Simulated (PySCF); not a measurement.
PySCF job for B(GeH3)(H)2 (BGeH5), SMILES [BH2][GeH3], ADC(2)/aug-cc-pVDZ. The structure is a stationary point at ωB97X-D3(BJ)/def2-TZVP.

```python
import numpy as np
from pyscf import gto, scf, dft, adc

mol = gto.M(
    atom='''
    B    -1.72626963    0.01525431    0.00000000
    Ge    0.33279532    0.00210952    0.00000000
    H     0.94056186    0.66523557    1.24478560
    H     0.94056185    0.66523557   -1.24478560
    H     0.77954987   -1.47198409   -0.00000001
    H    -2.33938781   -0.00113162   -1.02492296
    H    -2.33938782   -0.00113163    1.02492295
    ''',
    basis='aug-cc-pVDZ',
    charge=0,
    spin=0,
    max_memory=1600,
    verbose=4,
)
mf = scf.RHF(mol)
mf.conv_tol = 1e-10
mf.max_cycle = 100
mf.kernel()
res = {}
for kind, nroots in (('ee', 6), ('ip', 6), ('ea', 2)):
    a = adc.ADC(mf).density_fit('aug-cc-pvdz-ri')
    a.method, a.method_type = 'adc(2)', kind
    e, v, p, x = a.kernel(nroots=nroots)
    res[kind] = (e * 27.211386245988, p)
for kind, (e, p) in res.items():
    print(kind, 'energies / eV', np.round(e, 3), 'strengths', np.round(p, 4))
```

Log of the run:

```
PySCF version 2.14.0

[INPUT] verbose = 4
[INPUT] num. atoms = 7
[INPUT] num. electrons = 42
[INPUT] charge = 0
[INPUT] spin (= nelec alpha-beta = 2S) = 0
[INPUT] symmetry False subgroup None
[INPUT] Mole.unit = angstrom
[INPUT] Symbol           X                Y                Z      unit          X                Y                Z       unit  Magmom
[INPUT]  1 B     -1.726269630000   0.015254310000   0.000000000000 AA   -3.262176817854   0.028826468119   0.000000000000 Bohr   0.0
[INPUT]  2 Ge     0.332795320000   0.002109520000   0.000000000000 AA    0.628892010337   0.003986415054   0.000000000000 Bohr   0.0
[INPUT]  3 H      0.940561860000   0.665235570000   1.244785600000 AA    1.777404318612   1.257113035619   2.352303867802 Bohr   0.0
[INPUT]  4 H      0.940561850000   0.665235570000  -1.244785600000 AA    1.777404299714   1.257113035619  -2.352303867802 Bohr   0.0
[INPUT]  5 H      0.779549870000  -1.471984090000  -0.000000010000 AA    1.473135754740  -2.781646789817  -0.000000018897 Bohr   0.0
[INPUT]  6 H     -2.339387810000  -0.001131620000  -1.024922960000 AA   -4.420802260046  -0.002138451877  -1.936823693179 Bohr   0.0
[INPUT]  7 H     -2.339387820000  -0.001131630000   1.024922950000 AA   -4.420802278943  -0.002138470774   1.936823674281 Bohr   0.0

nuclear repulsion = 94.8617239537194
number of shells = 42
number of NR pGTOs = 176
number of NR cGTOs = 104
basis = aug-cc-pVDZ
ecp = {}


[settings echo left out]
init E= -2102.03699259014
  HOMO = -0.274812046777593  LUMO = -0.0377085819913385  gap/eV = 6.45191
cycle= 1 E= -2102.85277024649  delta_E= -0.816  |g|= 0.238  |ddm|= 2.08
  HOMO = -0.429299182750382  LUMO = 0.00670799507856401  gap/eV = 11.86436
cycle= 2 E= -2102.88214097577  delta_E= -0.0294  |g|= 0.0669  |ddm|= 0.567
  HOMO = -0.400346634700691  LUMO = 0.0304669645440638  gap/eV = 11.72304
cycle= 3 E= -2102.8846431344  delta_E= -0.0025  |g|= 0.0187  |ddm|= 0.315
  HOMO = -0.40878766718016  LUMO = 0.0277511957427596  gap/eV = 11.87883
cycle= 4 E= -2102.88486241325  delta_E= -0.000219  |g|= 0.00262  |ddm|= 0.0846
  HOMO = -0.409324893369712  LUMO = 0.0275817776186043  gap/eV = 11.88884
cycle= 5 E= -2102.88486924303  delta_E= -6.83e-06  |g|= 0.00079  |ddm|= 0.0117
  HOMO = -0.409355951373293  LUMO = 0.0276623705687409  gap/eV = 11.89187
cycle= 6 E= -2102.88486989201  delta_E= -6.49e-07  |g|= 0.000173  |ddm|= 0.00277
  HOMO = -0.409366692613754  LUMO = 0.0276602687892185  gap/eV = 11.89211
cycle= 7 E= -2102.88486991843  delta_E= -2.64e-08  |g|= 3.65e-05  |ddm|= 0.000833
  HOMO = -0.409365234319523  LUMO = 0.0276637145558847  gap/eV = 11.89216
cycle= 8 E= -2102.88486991968  delta_E= -1.25e-09  |g|= 7.88e-06  |ddm|= 0.000169
  HOMO = -0.409365391245317  LUMO = 0.0276638004025549  gap/eV = 11.89217
cycle= 9 E= -2102.88486991977  delta_E= -9.5e-11  |g|= 2.61e-06  |ddm|= 3.61e-05
  HOMO = -0.409365295187136  LUMO = 0.0276638764857862  gap/eV = 11.89217
Extra cycle  E= -2102.88486991977  delta_E= 3.64e-12  |g|= 1.57e-06  |ddm|= 5.54e-06
converged SCF energy = -2102.88486991977

******** <class 'pyscf.adc.radc.RADC'> ********
******** ADC Orbital Information ********
Number of Frozen Occupied Orbitals: 0
Number of Frozen Virtual Orbitals: 0
Number of Active Occupied Orbitals: 21
Number of Active Virtual Orbitals: 83
*****************************************
******** <class 'pyscf.df.df.DF'> ********
auxbasis = aug-cc-pvdz-ri
Reference correlation energy (doubles): -0.23456545
MP2 correlation energy of reference state (a.u.) = -0.23456545

******** <class 'pyscf.adc.radc_ee.RADCEE'> ********
max_space = 12
max_cycle = 50
conv_tol = 1e-08

*************************************************************
        ADC calculation summary (singlet states only)
*************************************************************
adc(2) root 0  |  Energy (Eh) =   0.1628180637  |  Energy (eV) =   4.43050518  |  Osc. strength = 0.00417954  |  conv = True
adc(2) root 1  |  Energy (Eh) =   0.2155097199  |  Energy (eV) =   5.86431818  |  Osc. strength = 0.00116355  |  conv = True
adc(2) root 2  |  Energy (Eh) =   0.2637002345  |  Energy (eV) =   7.17564887  |  Osc. strength = 0.07762762  |  conv = True
adc(2) root 3  |  Energy (Eh) =   0.2683764821  |  Energy (eV) =   7.30289605  |  Osc. strength = 0.00657851  |  conv = True
adc(2) root 4  |  Energy (Eh) =   0.2866385518  |  Energy (eV) =   7.79983228  |  Osc. strength = 0.00223979  |  conv = True
adc(2) root 5  |  Energy (Eh) =   0.3063038509  |  Energy (eV) =   8.33495233  |  Osc. strength = 0.40638534  |  conv = True

******** <class 'pyscf.adc.radc.RADC'> ********
******** ADC Orbital Information ********
Number of Frozen Occupied Orbitals: 0
Number of Frozen Virtual Orbitals: 0
Number of Active Occupied Orbitals: 21
Number of Active Virtual Orbitals: 83
*****************************************
******** <class 'pyscf.df.df.DF'> ********
auxbasis = aug-cc-pvdz-ri
Reference correlation energy (doubles): -0.23456545
MP2 correlation energy of reference state (a.u.) = -0.23456545

******** <class 'pyscf.adc.radc_ip.RADCIP'> ********
max_space = 12
max_cycle = 50
conv_tol = 1e-08

*************************************************************
        ADC calculation summary (doublet states only)
*************************************************************
adc(2) root 0  |  Energy (Eh) =   0.3848789361  |  Energy (eV) =  10.47308930  |  Spec. factor = 1.83949811  |  conv = True
adc(2) root 1  |  Energy (Eh) =   0.4300077473  |  Energy (eV) =  11.70110680  |  Spec. factor = 1.85365986  |  conv = True
adc(2) root 2  |  Energy (Eh) =   0.4412444561  |  Energy (eV) =  12.00687322  |  Spec. factor = 1.85214449  |  conv = True
adc(2) root 3  |  Energy (Eh) =   0.4831886618  |  Energy (eV) =  13.14823320  |  Spec. factor = 1.83623976  |  conv = True
adc(2) root 4  |  Energy (Eh) =   0.6149270795  |  Energy (eV) =  16.73301814  |  Spec. factor = 1.80320332  |  conv = True
adc(2) root 5  |  Energy (Eh) =   0.6926302310  |  Energy (eV) =  18.84742859  |  Spec. factor = 1.74396634  |  conv = True

******** <class 'pyscf.adc.radc.RADC'> ********
******** ADC Orbital Information ********
Number of Frozen Occupied Orbitals: 0
Number of Frozen Virtual Orbitals: 0
Number of Active Occupied Orbitals: 21
Number of Active Virtual Orbitals: 83
*****************************************
******** <class 'pyscf.df.df.DF'> ********
auxbasis = aug-cc-pvdz-ri
Reference correlation energy (doubles): -0.23456545
MP2 correlation energy of reference state (a.u.) = -0.23456545

******** <class 'pyscf.adc.radc_ea.RADCEA'> ********
max_space = 12
max_cycle = 50
conv_tol = 1e-08

*************************************************************
        ADC calculation summary (doublet states only)
*************************************************************
adc(2) root 0  |  Energy (Eh) =  -0.0181944188  |  Energy (eV) =  -0.49509535  |  Spec. factor = 1.88219434  |  conv = True
adc(2) root 1  |  Energy (Eh) =   0.0314500282  |  Energy (eV) =   0.85579886  |  Spec. factor = 1.97583599  |  conv = True
ee energies / eV [4.431 5.864 7.176 7.303 7.8   8.335] strengths [0.0042 0.0012 0.0776 0.0066 0.0022 0.4064]
ip energies / eV [10.473 11.701 12.007 13.148 16.733 18.847] strengths [1.8395 1.8537 1.8521 1.8362 1.8032 1.744 ]
ea energies / eV [-0.495  0.856] strengths [1.8822 1.9758]
```

Self-consistency was reached.

Cost: roughly 5 core-minutes.
